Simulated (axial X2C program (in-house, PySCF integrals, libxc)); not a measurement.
**BeI⁺: properties at the nuclei**

Computed with an in-house all-electron X2C program for linear molecules (integrals from PySCF): two-component X2C with atomic mean-field Coulomb and Gaunt terms, Gaussian nuclei, basis I dyall-cv3z, Be dyall-cv3z with contracted cores.

R = 2.075 Å (near the PBE0 minimum at charge 1 of the determinant lowest at the starting distance; the state shown can have its own minimum elsewhere).

Input and command:
```json
{"zs": [53, 4], "q": 1, "bas": ["dyall-cv3z", "dyall-cv3z"], "r0": 2.35, "levels": ["PBE0", "HF", "BHandHLYP", "B3LYP", "PBE50"], "nst": 3}
```
```bash
python soeom.py task.json out
```

Keys: zs atomic numbers; q charge; bas basis sets; r0 starting distance in Å; levels methods; nst determinants followed.

Determinant lowest in the PBE0 search, Ω = 0 (closed shell), highest spinor 79% I p, 16% Be p, 4% Be d:

```csv
level,qzz I (a.u.),qzz Be (a.u.)
PBE0,5.79,-0.01
HF,5.97,-0.03
BHandHLYP,5.99,-0.01
B3LYP,5.84,0.00
PBE50,5.91,-0.02
```

Determinant 2.14 eV from it at PBE0 and this distance, Ω = 2 (⟨Sz⟩ = 1.00, ⟨Lz⟩ = 1.00 at PBE0), spin on the atoms I 0.50, Be 0.50:

```csv
level,Eeff magnitude (GV/cm),Ws magnitude I (kHz),A∥/gI I (MHz),qzz I (a.u.),A∥/gI Be (MHz),qzz Be (a.u.)
PBE0,4.27,1.26,716,-4.19,109,-0.14
HF,4.45,1.31,684,-4.49,106,-0.14
BHandHLYP,4.39,1.3,728,-4.24,117,-0.15
B3LYP,4.11,1.21,736,-4.20,117,-0.14
PBE50,4.44,1.31,715,-4.23,109,-0.14
```

Eeff is the effective electric field on the electron electric dipole moment in this Ω state and Ws the scalar–pseudoscalar constant of the nucleus named (defined with the proton number Z and per Ω); A∥ (defined per Ω) follows by multiplying with gI = μI/(I μN); qzz is the electric field gradient, eQq0 = 234.96 MHz × Q/barn × qzz. The operators were transformed with the bare-nucleus X2C matrices; with these basis sets, hyperfine constants and field gradients can be off by tens of per cent, and where levels differ in sign neither size nor sign is settled.

(1) With Q(127I) = -0.68822 barn (Q from Pyykkö, Mol. Phys. 2018), turn the PBE0 values of the first state into constants in MHz.

Each state is one determinant with collinear spin, which with several unpaired electrons need not be a pure state. Unrestricted Hartree–Fock can overshoot spin polarisation at the nuclei. With several open shells hyperfine constants can be off by a factor of several. Open-shell Ω = 0 determinants with evenly filled partner blocks cannot be reached by this program, so the Ω shown need not be the lowest component. The search compared states at one distance, so a state with another bond length can lie lower. Further determinants of the search, some of them spin-mixed, are not shown. Where a field gradient or hyperfine factor spreads by more than a factor of two over the levels, a constant derived from it is not to be relied on. PBE0 term energies can be off by some tenths of an eV.

## Answers

(1) eQq0(127I) = 234.96 × (-0.68822) × (5.79) = -936 MHz.
